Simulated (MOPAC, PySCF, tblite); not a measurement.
Dissociation curve of Cl2 (anion, charge -1), doublet. Each curve is given relative to its own lowest point near equilibrium.

```json
[
 {"R / Å": "1.96", "A": "60.7", "B": "59.6", "C": "24.9", "D": "43.4"},
 {"R / Å": "2.13", "A": "28.6", "B": "27.2", "C": "5.9", "D": "18.4"},
 {"R / Å": "2.25", "A": "15.4", "B": "13.9", "C": "0.7", "D": "8.1"},
 {"R / Å": "2.38", "A": "6.9", "B": "5.5", "C": "0.0", "D": "2.3"},
 {"R / Å": "2.46", "A": "3.7", "B": "2.5", "C": "1.2", "D": "0.7"},
 {"R / Å": "2.57", "A": "1.2", "B": "0.4", "C": "4.1", "D": "0.0"},
 {"R / Å": "2.64", "A": "0.4", "B": "0.0", "C": "6.4", "D": "0.2"},
 {"R / Å": "2.70", "A": "0.1", "B": "0.0", "C": "8.5", "D": "0.6"},
 {"R / Å": "2.78", "A": "0.0", "B": "0.5", "C": "11.3", "D": "1.4"},
 {"R / Å": "2.88", "A": "0.4", "B": "1.5", "C": "14.7", "D": "2.4"},
 {"R / Å": "3.03", "A": "1.5", "B": "3.6", "C": "19.2", "D": "4.0"},
 {"R / Å": "3.31", "A": "4.1", "B": "6.3", "C": "25.4", "D": "6.0"},
 {"R / Å": "3.56", "A": "6.2", "B": "8.0", "C": "28.5", "D": "6.5"},
 {"R / Å": "3.98", "A": "8.6", "B": "9.8", "C": "31.0", "D": "5.8"},
 {"R / Å": "4.31", "A": "9.7", "B": "10.7", "C": "31.9", "D": "4.9"},
 {"R / Å": "4.78", "A": "10.2", "B": "11.5", "C": "32.5", "D": "3.5"},
 {"R / Å": "5.27", "A": "11.6", "B": "12.1", "C": "32.9", "D": "2.3"},
 {"R / Å": "5.78", "A": "10.2", "B": "12.5", "C": "33.1", "D": "1.2"},
 {"R / Å": "6.44", "A": "8.9", "B": "12.8", "C": "33.2", "D": "0.0"},
 {"R / Å": "7.06", "A": "8.1", "B": "13.0", "C": "33.3", "D": "-1.0"},
 {"R / Å": "7.88", "A": "7.1", "B": "13.2", "C": "33.4", "D": "-2.1"}
]
```

Energies in kcal/mol.

### Question
Which curve belongs to which method? The methods are GFN2-xTB, 300 K electronic temperature (tblite); PM3, unrestricted, heats of formation (MOPAC 23.2.5); UHF/aug-cc-pVDZ (PySCF); unrestricted B3LYP/6-31G*, spherical d run with PySCF.

### Answer
A is UKS-B3LYP/6-31G*; B is UHF; C is PM3; D is GFN2-xTB.

Where the anion isn't bound against loss of the electron, the finite basis alone holds it.
